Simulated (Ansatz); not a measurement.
The Br⁻ ion. Charge -1, multiplicity 1. Correlated methods include outer-core shells of Br, which these sets cover unevenly. Scalar relativity is left out up to krypton.

Question: Give the diagnostics of a CCSD(T)/def2-TZVPPD run (frozen core, the Gaussian-basis code of Ansatz). (Best estimate.)

Answer: Computed: T1 = 0.0051, largest single amplitude 0.008, largest double 0.033, (T) share of the correlation energy 3.1 %, 7 CCSD cycles. The RHF solution is stable towards an unrestricted one. T1 lies under the customary mark of 0.02 for closed shells.
